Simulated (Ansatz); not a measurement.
Computed with Ansatz on PBE0-D4/def2-TZVP structures; ΔE is electronic, products minus reactants. CBS: MP2 limit from def2 TZ/QZ plus the TZ coupled-cluster correction, frozen cores. DFT in def2-TZVPP. B3LYP here is the variant with VWN-RPA as its local correlation; programs differ in this. For Ge, Se outer-core shells are correlated without core-valence functions, which leaves a few kJ/mol of doubt a bond. Scalar relativity is left out up to krypton. One conformer a species, not always the lowest.

Consider the substitution at a C–C bond: `C=CCC=C` + `[GeH3][SeH]` → `C=C[Se][GeH3]` + `C=CC`.

(1) Is it downhill or uphill in electronic energy at CCSD(T)/CBS, and by how much? (Best estimate.)

(2) What do these levels give: PBE-D4, B3LYP-D4, ωB97X-V, ωB97M-V, B2PLYP, B3LYP, LC-ωPBE, HF/def2-SVP, CCSD(T)/def2-SVP, MP2/def2-TZVPP, CCSD/def2-TZVPP, CCSD(T)/def2-TZVPP? (Best estimate.)

Largest T1 diagnostic among the species: 0.011.

Results:

(1) Ansatz gave: Uphill: ΔE = +6.7 kJ/mol.

(2) Ansatz gave: PBE-D4 1.3, B3LYP-D4 4.1, ωB97X-V 9.4, ωB97M-V 9.0, B2PLYP 5.4, B3LYP 6.4, LC-ωPBE 10.8, HF/def2-SVP 24.2, CCSD(T)/def2-SVP 21.1, MP2/def2-TZVPP 2.7, CCSD/def2-TZVPP 9.4, CCSD(T)/def2-TZVPP 6.8 kJ/mol.

From r2SCAN to r2SCAN0 (25 % exact exchange), in def2-TZVPP and without D4, ΔE moves by +3.9 kJ/mol. In def2-TZVPP, CCSD(T) changes the Hartree–Fock value by −10.8 kJ/mol (the triples alone add −2.5 kJ/mol) and MP2 by −15.0 kJ/mol. At CCSD(T), def2-SVP lies +14.4 kJ/mol from the extrapolated value and def2-TZVPP +0.1 kJ/mol.
